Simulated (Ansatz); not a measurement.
A series at In: from `[Cl][In]([Cl])[Cl]`, ligands are replaced one by one, each step taking up H₂S and setting free HCl; n counts the steps. Ansatz, PBE0-D4/def2-TZVP geometries. Each molecule was computed in one conformer, which needn't be the lowest.

```csv
n,molecule,"HOMO energy, ωB97M-V/def2-TZVPP (eV)"
0,`[Cl][In]([Cl])[Cl]`,-11.74
1,`[SH][In]([Cl])[Cl]`,?
2,`[SH][In]([SH])[Cl]`,-10.03
3,`[SH][In]([SH])[SH]`,-9.80
```

Problem. By hand: fit a straight line y = ȳ + b (n − n̄) to the 3 given rows and predict n = 1.

Solution. n̄ = 1.667, ȳ = -10.523; Σ(n − n̄)(y − ȳ) = 3.157, Σ(n − n̄)² = 4.667, so b = 0.676 eV a step. Prediction: -10.523 + (0.676) × (-0.667) = -10.97 eV.

Problem. By hand: compare with the computed value, -10.48 eV, and give the steps along the whole series.

Solution. The line misses by 0.49 eV (computed minus predicted). Steps: 1.26, 0.45, 0.23 eV.

One step carries most of the change, so a line is a poor guide. The highest orbital can change its character along such a series. The miss is 25.3 % of the series' range.
